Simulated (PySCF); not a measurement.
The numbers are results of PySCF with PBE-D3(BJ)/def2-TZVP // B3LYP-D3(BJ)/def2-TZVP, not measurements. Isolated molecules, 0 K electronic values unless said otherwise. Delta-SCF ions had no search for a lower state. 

Reference species (SMILES): `C(NC#C)#C` (neutral, multiplicity 1).

```
Property                                  Result
--------------------------------------  --------
vertical ionisation energy (Delta-SCF)   8.34 eV
LUMO                                    -0.69 eV
dipole moment                             1.21 D
```

Changed species: `C(=C=C)=C=N`.

Problem. What does the change do to the vertical ionisation energy (Delta-SCF), LUMO and dipole moment?

Solution. the vertical ionisation energy (Delta-SCF) rises by 0.06 eV, to 8.40 eV; the LUMO falls by 2.07 eV, to -2.76 eV; the dipole moment rises by 0.21 D, to 1.42 D.
